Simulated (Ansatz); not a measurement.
CH5NOSi2, SMILES `C1=N[SiH2]O[SiH2]1`, relaxed with RKS PBE-D4/def2-SVP in the Gaussian-basis code of Ansatz from a rough embedded geometry. The force threshold is 0.03 eV/Å; the program also tests the step.

Charge 0, multiplicity 1.

Start:

```xyz
10

C    -0.918    0.691   -0.681
N    -1.092   -0.535   -0.917
Si    0.075   -1.565   -0.038
O     0.972   -0.405    0.847
Si    0.570    1.178    0.464
H    -1.476    1.539   -1.179
H    -0.714   -2.377    0.989
H     0.855   -2.324   -0.934
H     1.634    1.929   -0.242
H     0.095    1.869    1.691
```

```tsv
step	energy (eV)	largest force (eV/Å)	largest move (Å)
1	-20390.1943	2.542	0.000
2	-20390.3399	1.133	0.134
3	-20390.4155	0.656	0.088
4	-20390.4219	0.337	0.026
5	-20390.4300	0.119	0.019
6	-20390.4311	0.057	0.009
7	-20390.4313	0.019	0.003
```

End:

```xyz
10

C    -0.901    0.742   -0.718
N    -1.104   -0.517   -0.909
Si    0.043   -1.546    0.003
O     1.019   -0.410    0.806
Si    0.560    1.186    0.477
H    -1.558    1.481   -1.236
H    -0.704   -2.408    0.974
H     0.847   -2.386   -0.942
H     1.672    1.954   -0.181
H     0.126    1.902    1.725
```

It took 14 s on 4 threads of a server CPU on a shared host, with 0.15 GiB of host memory at the peak.
